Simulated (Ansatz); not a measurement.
## Reading a saddle point

A first-order saddle point of Si$_{2}$H$_{5}$SF, closed shell, PBE0-D4/def2-TZVP, with one imaginary mode of 81i cm⁻¹:

```
atom    x (Å)    y (Å)    z (Å)
 Si1  -0.8676   0.8283  -0.0212
  F2  -0.4241  -1.2475  -1.8330
  S3  -0.6634   1.8868  -1.6616
  H4  -0.3738  -0.3731  -2.1732
  H5  -2.1855   0.7186   0.6691
 Si6   0.8705  -0.2908   1.0765
  H7   1.1640   0.4495   2.3338
  H8   2.0613  -0.3074   0.1964
  H9   0.4186  -1.6644   1.4132
```

Program: Ansatz 0.2.0. Basis: def2-TZVPP and def2-QZVPP. Cores are frozen in the correlated methods. Extrapolation: Hartree–Fock as exp(−7.88 √X), correlation as X^−2.97.

Which contacts change along the imaginary mode, and what lies on either side? (A judgement: the text doesn't fix the answer.)

The calculation gives: The step is Si₂H₅SF ([F][SiH]([SiH3])[SH]) → Si₂H₄S ([SiH3][SiH][S]) + HF, with the molecules in contact on both sides. Shortening one way: F2–H4; lengthening the same way: Si1–F2, S3–H4.
```csv
pair,one side (Å),saddle (Å),other side (Å)
F2–H4,3.34,0.94,0.95
Si1–F2,1.60,2.79,3.32
S3–H4,1.34,2.34,2.13
```

Which side is lower, and how far does the saddle lie above each? (An estimate is asked for; the value comes from the calculation.)

The calculation gives: The side with Si1–F2, S3–H4 short is lower by 49.30 kcal/mol; the saddle lies 51.84 kcal/mol above it and 2.54 kcal/mol above the other (CCSD(T) at an estimated basis limit (MP2 extrapolated from triple and quadruple zeta, plus CCSD(T) − MP2 in triple zeta); electronic energies).

T1 diagnostic: at most 0.018.

Labels in which every atom is bracketed show which atoms are joined, not bond orders.

For scale, one of the runs: CCSD(T)/def2-TZVPP, 227 basis functions, launched by `ansatz run in.yaml --threads 4 --pin off --events-out ev --progress --plain --max-ram 9574MiB`. Hardware: 4 CPU threads of an Intel Xeon, shared host. Wall time 59 s; peak host memory 3.4 GiB.
